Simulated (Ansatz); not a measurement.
Cost and result up the ladder for the cluster Si5O6 (11 atoms). The state is a singlet with charge 0. Geometry: PBE-D4/def2-SVP.

```xyz
11

Si    0.343    1.524   -2.828
Si    0.603    3.177   -0.070
Si   -1.400   -1.922    1.281
Si    0.994   -1.815    0.988
Si    0.121    0.115   -0.075
O     0.199    0.203   -1.739
O     0.422    1.608    0.605
O    -1.401   -0.453    0.409
O    -2.655   -2.648    1.821
O     0.496    2.828   -1.737
O     2.277   -2.617    1.344
```

Ansatz on 4 threads of Arm Neoverse V2 on a shared host. Times are rough, and most runs start from the orbitals of an earlier one. PBE0-D4/def2-TZVP serves as the yardstick here, not as an exact answer. Differences are given only for rows in sets of like size (and for xTB, whose basis is part of the method), since another set adds its own error. Binding counts from free atoms at the same level (Si triplet, O triplet; other spins of the atoms weren't run), without zero-point energy or a counterpoise term.

B3LYP takes the VWN-RPA correlation. Correlated methods freeze 31 core orbitals. The rows differ in basis, and correlated rows in double-zeta sets carry the largest basis error. The structure comes from a short search, and lower isomers may exist.

Correlated methods converge slowly with the basis, most of all in double-zeta sets.

```tsv
level	functions	wall time	binding energy per atom (eV)	difference from PBE0-D4/def2-TZVP (eV)	remarks
HF/STO-3G	75	0.6 s	2.39	–	–
HF/6-31G	119	1.1 s	1.97	–	–
PBE-D4/def2-SVP	174	2.9 s	5.02	–	–
B3LYP-D4/6-31G	119	3 s	3.91	–	–
PBE0-D4/def2-SVP	174	4.5 s	4.74	–	–
PBE-D4/def2-TZVP	371	7.5 s	5.12	0.26	–
r2SCAN-D4/def2-TZVP (with forces)	371	16 s	4.96	0.10	–
PBE0-D4/def2-TZVP	371	17 s	4.86	0.00	–
r2SCANh-D4/def2-TZVP	371	24 s	4.87	0.01	–
B97M-V/def2-TZVP	371	29 s	4.96	0.10	–
CCSD(T)/def2-SVP	174	87 s	4.37	–	large T1 (0.024)
```
